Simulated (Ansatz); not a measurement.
Gas-phase electronic energies from Ansatz, PBE0-D4/def2-TZVP geometries. CBS: MP2 limit from def2 TZ/QZ plus the TZ coupled-cluster correction, frozen cores. DFT in def2-TZVPP. Each species was taken in one conformer, which may not be the lowest.

Consider the formal exchange of groups at the Si–C bond: `C[SiH2]C(F)BF` + `CCCCl` → `C[SiH2]CCCl` + `CC(F)BF`.

`C[SiH2]C(F)BF`:

```xyz
13

C     1.244   -0.023    1.383
Si    0.653    0.822   -0.172
C    -0.500   -0.347   -1.166
F    -0.692    0.209   -2.435
B    -1.844   -0.589   -0.428
F    -1.817   -1.259    0.719
H     0.405   -0.303    2.023
H     1.810   -0.927    1.148
H     1.897    0.645    1.950
H     1.780    1.166   -1.076
H    -0.098    2.065    0.150
H     0.058   -1.288   -1.283
H    -2.896   -0.170   -0.814
```

`CCCCl`:

Z-matrix (Å, degrees):
```
C
C 1 1.517
H 1 1.091 2 111.0
H 1 1.092 2 111.0 3 120.1
H 1 1.094 2 111.1 3 -120.0
C 2 1.511 1 114.0 3 61.1
H 2 1.094 1 110.4 3 -61.9
H 2 1.097 1 109.9 3 -179.2
Cl 6 1.790 2 112.2 1 -64.7
H 6 1.089 2 111.6 1 176.4
H 6 1.091 2 111.6 1 54.3
```

`C[SiH2]CCCl`:

Z-matrix (Å, degrees):
```
C
Si 1 1.871
H 1 1.093 2 111.4
H 1 1.093 2 110.9 3 120.5
H 1 1.092 2 110.7 3 -119.8
C 2 1.887 1 111.8 3 -62.6
H 2 1.489 1 110.2 3 177.2
H 2 1.491 1 109.7 3 58.3
C 6 1.507 2 113.1 1 61.4
H 6 1.095 2 108.6 1 -61.1
H 6 1.094 2 108.3 1 -176.5
Cl 9 1.795 6 112.3 2 179.6
H 9 1.090 6 112.1 2 -61.6
H 9 1.090 6 111.9 2 60.7
```

`CC(F)BF`:

Z-matrix (Å, degrees):
```
C
C 1 1.517
H 1 1.092 2 110.0
H 1 1.091 2 110.3 3 -119.8
H 1 1.092 2 111.1 3 120.1
F 2 1.396 1 109.2 3 177.3
B 2 1.573 1 113.0 3 -59.5
H 2 1.101 1 108.8 3 61.3
F 7 1.323 2 117.6 1 61.6
H 7 1.197 2 124.2 1 -118.1
```

```csv
species,r2SCAN-D4 energy (Eh)
`C[SiH2]C(F)BF`,-594.46701
`CCCCl`,-578.69093
`C[SiH2]CCCl`,-869.38061
`CC(F)BF`,-303.77983
```

(1) Work out ΔE.

Largest T1 diagnostic among the species: 0.012.

Answers

(1) ΔE = (-869.38061) + (-303.77983) − (-594.46701) − (-578.69093) = -0.00250 Eh = -1.6 kcal/mol. CCSD(T)/CBS gives -2.1 kcal/mol.

In def2-TZVPP, CCSD(T) changes the Hartree–Fock value by +1.0 kcal/mol (the triples alone add +0.2 kcal/mol) and MP2 by +0.8 kcal/mol.
